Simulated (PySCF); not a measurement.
A side-by-side comparison of computed properties.

First species: C₅H₉FSi.
SMILES: `FCCCC#C[SiH3]`

Second species: C4H8N2.
Atom-mapped SMILES: `[CH2:1]=[CH:2]/[C:3]([CH3:4])=[N:5]\[NH2:6]` (hydrogens: H7, H8 on C1; H9 on C2; H10, H11, H12 on C4; H13, H14 on N6)

Levels: wB97X-D/def2-SVPD for dipole moment, HOMO energy, LUMO energy, HOMO–LUMO gap, static isotropic polarisability and electronic spatial extent ⟨r²⟩ about the centre of nuclear charge; TDDFT wB97X-D/def2-SVPD for lowest singlet excitation; TDA wB97X-D/def2-SVPD for lowest triplet excitation (Tamm–Dancoff); GFN2-xTB for rotational constant A and rotational constant C. Geometries: GFN2-xTB. All species are isolated and taken at one optimised geometry, non-relativistic unless stated; the electronic structure was computed with PySCF and density fitting.

Dipoles, sizes and rotational constants follow the conformer. The torsions of the flexible species, by atom-mapped SMILES:
- `[F:1][CH2:2][CH2:3][CH2:4][C:5]#[C:6][SiH3:7]`: F1–C2–C3–C4 -68°, C2–C3–C4–C5 -67°
- `[CH2:1]=[CH:2]/[C:3]([CH3:4])=[N:5]\[NH2:6]`: C1–C2–C3–C4 3°, H–N6–N5–C3 -22°, H–N6–N5–C3 -160°

Values for the first species:

```
Dipole moment                                                     : 1.64 D
HOMO energy                                                       : -9.64 eV
LUMO energy                                                       : 1.90 eV
HOMO–LUMO gap                                                     : 11.54 eV
Lowest singlet excitation                                         : 6.11 eV
Lowest triplet excitation (Tamm–Dancoff)                          : 5.17 eV
Static isotropic polarisability                                   : 87.8 au
Electronic spatial extent ⟨r²⟩ about the centre of nuclear charge : 1584 bohr²
Rotational constant A                                             : 4.617 GHz
Rotational constant C                                             : 0.704 GHz
```

(1) Estimate the same properties for the second species, and the change in each.

Results:

(1) 
| property | first | second | second less first |
| --- | --- | --- | --- |
| dipole moment | 1.64 D | 1.80 D | +0.16 D |
| HOMO energy | -9.64 eV | -7.95 eV | +1.69 eV |
| LUMO energy | 1.90 eV | 0.75 eV | -1.15 eV |
| HOMO–LUMO gap | 11.54 eV | 8.70 eV | -2.84 eV |
| lowest singlet excitation | 6.11 eV | 4.95 eV | -1.16 eV |
| lowest triplet excitation (Tamm–Dancoff) | 5.17 eV | 2.98 eV | -2.19 eV |
| static isotropic polarisability | 87.8 au | 72.5 au | -15.3 au |
| electronic spatial extent ⟨r²⟩ about the centre of nuclear charge | 1584 bohr² | 655 bohr² | -929 bohr² |
| rotational constant A | 4.617 GHz | 5.866 GHz | +1.249 GHz |
| rotational constant C | 0.704 GHz | 1.892 GHz | +1.188 GHz |

On the first: The principal polarisabilities are 71.3, 76.0 and 116.0 au; their mean is the isotropic value.

On the second: No computed singlet falls in the visible range (750 to 380 nm, 1.65 to 3.26 eV); S1 lies 1.69 eV above its blue end. The vertical singlet–triplet gap S1 − T1 is 1.97 eV (TDDFT singlet less Tamm–Dancoff triplet; S1: HOMO→LUMO, weight 0.95; T1: HOMO→LUMO, weight 0.91).
